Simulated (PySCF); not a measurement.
Species: C6H8F (doublet state).
SMILES with atom numbers: `[CH2:1][C:2]1=[C:3]([CH2:4][F:5])[CH2:6][CH2:7]1` (hydrogens: H8, H9 on C1; H10, H11 on C4; H12, H13 on C6; H14, H15 on C7)

Geometry (GFN2-xTB, Å), atoms numbered from 1 in this order:
```
atom  x, y, z in Å
C1    -1.111    0.759   -1.652
C2    -0.649    0.067   -0.582
C3     0.480    0.139    0.237
C4     1.667    1.020    0.281
F5     2.513    0.668    1.305
C6     0.062   -1.019    1.085
C7    -1.196   -1.117    0.190
H8    -2.041    0.497   -2.122
H9    -0.562    1.589   -2.061
H10    1.388    2.072    0.449
H11    2.254    0.960   -0.649
H12    0.729   -1.882    1.049
H13   -0.127   -0.780    2.132
H14   -1.276   -2.036   -0.386
H15   -2.137   -0.929    0.703
```

The hyperfine couplings belong to this conformer and change with its torsions.

The calculation used UKS B3LYP, pcH-1 on C F H, non-relativistic, mean-field spin-orbit, GIAO (PySCF). The structure is a single GFN2-xTB conformer in the gas phase; no vibrational or solvent corrections. GFN2-xTB frequencies show an imaginary mode (29i cm⁻¹), so this geometry is no minimum at that level. A GFN2-xTB geometry isn't a minimum of the functional, and hyperfine couplings can be far from their values at a DFT geometry. The SCF solution wasn't tested for stability. ⟨S²⟩ is 0.775 where a pure state has 0.75.

The largest Mulliken spin populations are on C3 (+0.65), C1 (+0.63), C2 (-0.25) and C6 (-0.06). The positive populations add up to 1.43 and the negative ones to -0.43, together 2S = 1. The angles at C3 add up to 360.0°, so it is planar.

Find Q in a(H) = Q·ρ(C) for the protons on the planar carbons that carry spin.

```tsv
H	C	ρ(C)	a(H) (G)	a/ρ (G)
H8	C1	+0.631	-13.63	-21.6
H9	C1	+0.631	-13.04	-20.6
```

These protons share one ρ (within 0.01), so their mean ratio, Q = -21.1 G, is no test of linearity. In every row coupling and population have opposite signs.

List the C–H protons on four-coordinate carbons next to a three-coordinate spin centre, with their couplings and θ (C–H bond against the normal to the plane of the centre's neighbours, projected along the bond that joins the two).

```tsv
β H	on	centre	θ (°)	cos²θ	a (G)
H10	C4	C3	29	0.76	+25.08
H11	C4	C3	29	0.76	+25.02
H12	C6	C3	27	0.80	+28.79
H13	C6	C3	27	0.80	+28.80
```

Couplings in gauss use g_iso = 2.0026.
